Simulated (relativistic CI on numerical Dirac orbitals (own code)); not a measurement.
**Co²⁺ in a cubic cluster: 2p photoemission with charge transfer**

Computed with a charge-transfer multiplet model of a cubic metal-ligand cluster with up to 2 ligand holes, Slater and spin-orbit integrals from Dirac-Coulomb-Breit ions, Slater integrals scaled by 0.8. The ground state mixes d7 with configurations of k ligand holes L, whose averages lie at kΔ + k(k − 1)U_dd/2; a core hole lowers each added d electron by U_cd. 300 K, Lorentzian 0.6 eV and Gaussian 0.8 eV FWHM.

Atomic integrals in eV (Slater integrals scaled, ζ unscaled), ground: F2dd 9.233, F4dd 5.731, zeta_d 0.063; with the core hole: F2dd 10.695, F4dd 6.685, zeta_d 0.093, zeta_core 9.664, F2cd 6.345, G1cd 4.816, G3cd 2.738.

Cluster parameters (eV): Δ = 3.1, U_dd = 6.7, 10Dq = 1.2, 10Dq(ligand) = 0.6, V(eg) = 1.7, V(t2g) = -0.73, final-state hopping factor = 0.8.

Weights, n_d and S are thermal averages at 300 K. Binding energies count from the first peak over 30 % of the highest in each spectrum, which can be another peak from case to case. The parameters are a model scan and need not match a compound or its usual spin state. Peaks in eV (height, largest 100): 0.0 (87), 5.1 (92), 7.2 (100), 11.8 (32), 16.5 (55), 21.2 (48), 23.5 (64).

Problem. Which parameters give this spectrum?
A. U_cd = 8.2 eV
B. U_cd = 8.8 eV
C. U_cd = 6.4 eV
D. U_cd = 9.4 eV
E. U_cd = 7.6 eV

Solution. D. U_cd = 9.4 eV; the ground state then has 7.18 d electrons and S = 1.49. The choice follows from running the model for each set and comparing peak positions and heights.
